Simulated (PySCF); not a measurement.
This PySCF input asks for the NMR shieldings of SMILES C#C[Si@@H]1[Si@H](N)S[Si@H]1[SiH3], C2H9NSSi4; the geometry comes from GFN2-xTB.

```python
import basis_set_exchange as bse
import numpy as np
from pyscf import gto, dft
from pyscf.prop import nmr

atoms = """
C     0.733156    3.553328    0.511008
C     0.607724    2.374856    0.721785
Si    0.413567    0.549166    0.963082
Si    1.830190   -0.727636   -0.376110
N     2.842697    0.221699   -1.393432
S     0.094058   -1.654654   -1.372081
Si   -1.368072   -0.468290   -0.228439
Si   -2.981652   -1.854547    0.676997
H     0.842208    4.586829    0.342629
H     0.474868    0.354397    2.421283
H     2.672247   -1.843135    0.034742
H     2.535972    1.141669   -1.667100
H     3.303227   -0.225589   -2.171155
H    -1.932270    0.446843   -1.235882
H    -2.394396   -2.912116    1.503021
H    -3.818478   -1.032190    1.556835
H    -3.862044   -2.498602   -0.297093
"""
names = dict.fromkeys(["C", "Si", "N", "S", "H"], "pcSseg-1")
basis = {el: gto.basis.parse(bse.get_basis(n, elements=[el], fmt="nwchem")) for el, n in names.items()}
mol = gto.M(atom=atoms, basis=basis, charge=0, verbose=0)
mf = dft.RKS(mol, xc="PBE0")
mf.grids.level = 2
mf.grids.alignment = dft.numint.BLKSIZE   # the property module wants whole blocks of grid points
mf.conv_tol = 1e-9
mf.kernel()

calc = nmr.RKS(mf)   # GIAO
C = mf.mo_coeff
Co = C[:, mf.mo_occ > 0]
resp = mf.gen_response(singlet=True, hermi=2)
def vind(x):   # induced exchange potential for any number of trial vectors
    d = np.einsum("pi,xij,qj->xpq", C, 2 * x.reshape(-1, C.shape[1], Co.shape[1]), Co, optimize=True)
    return np.einsum("xpq,pi,qj->xij", resp(d - d.transpose(0, 2, 1)), C, Co, optimize=True).ravel()
mo1, _ = nmr.rhf.solve_mo1(calc, with_cphf=vind)
sigma = calc.kernel(mo1)
for i, s in enumerate(sigma):   # ppm
    w = np.linalg.eigvalsh((s + s.T) / 2)
    print("%2d %-2s iso %8.1f  s11 %8.1f  s22 %8.1f  s33 %8.1f" % (i, mol.atom_pure_symbol(i), w.mean(), *w))
```

Q: Give the expected output.

A: 
```
 0 C  iso     73.7  s11     -5.5  s22     -2.5  s33    229.1
 1 C  iso    104.4  s11      8.1  s22     13.4  s33    291.8
 2 Si iso    397.1  s11    316.1  s22    395.8  s33    479.4
 3 Si iso    352.2  s11    282.0  s22    358.4  s33    416.3
 4 N  iso    225.4  s11    208.5  s22    230.1  s33    237.7
 5 S  iso    606.2  s11    408.8  s22    595.6  s33    814.3
 6 Si iso    389.5  s11    341.8  s22    378.7  s33    448.0
 7 Si iso    458.0  s11    435.3  s22    459.7  s33    479.0
 8 H  iso     29.2  s11     24.4  s22     24.7  s33     38.6
 9 H  iso     26.3  s11     23.2  s22     25.2  s33     30.6
10 H  iso     25.9  s11     21.1  s22     25.2  s33     31.4
11 H  iso     30.2  s11     23.1  s22     28.5  s33     39.0
12 H  iso     30.4  s11     23.5  s22     26.3  s33     41.5
13 H  iso     26.1  s11     22.7  s22     24.8  s33     30.8
14 H  iso     28.2  s11     24.7  s22     26.6  s33     33.2
15 H  iso     28.2  s11     24.5  s22     26.1  s33     33.9
16 H  iso     27.9  s11     24.5  s22     25.6  s33     33.8
```

These numbers come from an equivalent density-fitted implementation of the same equations, which agrees with the script to about 0.01 ppm for H and up to a few tenths of a ppm for heavy atoms, so last digits may differ.

Q: Turn these shieldings into chemical shifts. Chemical shifts δ = σref − σ; ¹³C (σref 186.93) and ²⁹Si (σref 349.16) and ¹H (σref 31.72) against TMS; ¹⁵N (σref 267.73) vs NH3; CS2 for ³³S (σref 503.73), all at this level.

A: Averaging equivalent atoms: C 0: 113.2; C 1: 82.5; Si 3: -3.1; Si 6: -40.3; Si 2: -48.0; Si 7: -108.9; N 4: 42.3; S 5: -102; H 10: 5.80; H 13: 5.62; H 9: 5.37; H 14/15/16: 3.61; H 8: 2.51; H 11/12: 1.40 ppm. Experimental scales use liquid or dissolved standards, which lie at an offset from isolated NH3 (liquid NH3: subtract about 20 ppm).

Size and cost of the density-fitted run: 216 basis functions, 80 s wall time on 1 thread of an Arm Neoverse V1, shared host; peak memory 0.95 GiB.
